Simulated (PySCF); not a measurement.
**Electron correlation in Ar (argon, neutral)**

[Ar], closed-shell 1S. Computed with PySCF 2.14 in cc-pV(T+d)Z, with the non-relativistic Hamiltonian (point nucleus). Frozen: [Ne]; 8 electrons correlated.

MP2 pair energies summed by pair of shells (mhartree):

| pair | energy | share (%) |
| --- | --- | --- |
| 3p-3p | -151.91 | 73.4 |
| 3s-3p | -46.21 | 22.3 |
| 3s-3s | -8.93 | 4.3 |

Total MP2 correlation energy: -207.04 mhartree.

Same-spin part -52.20 and opposite-spin part -154.85 mhartree; SCS-MP2 scales them by 1/3 and 6/5 to -203.21 mhartree.

```csv
level,correlation energy (mhartree)
CCSD,-225.48
(T),-6.84
CCSD(T),-232.32
```

Diagnostics: T1 = 0.0022, D1 = 0.0033, largest double amplitude 0.051.

Question: Is a single reference adequate?

Answer: Yes: T1 lies below 0.03 and no double amplitude reaches 0.07.
